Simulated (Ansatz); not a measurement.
All numbers were calculated with Ansatz.

A structure relaxed at PBE0-D4/def2-TZVP, charge 0, multiplicity 1:

```xyz
9

B     1.353   -0.874    0.192
Si    0.334    0.843    0.284
C    -1.182   -0.113   -0.365
Se   -0.179   -1.818   -0.454
H     2.413   -1.375    0.383
H     0.740    1.953   -0.626
H     0.093    1.442    1.629
H    -1.544    0.157   -1.357
H    -2.028   -0.214    0.314
```

Question: Give its formula and SMILES.

Answer: CH5BSeSi, `B1[SiH2]C[Se]1`.

Question: Point group (tolerance 0.08 Å, 0.16 Å for H)?

Answer: Cs.

Question: Summarise the bond lengths by kind.

Answer: 1 × B–Si 1.998 Å; 1 × B–Se 1.912 Å; 1 × B–H 1.188 Å; 1 × C–Si 1.907 Å; 2 × H–Si 1.492 Å; 1 × C–Se 1.979 Å; 2 × C–H 1.089 Å.
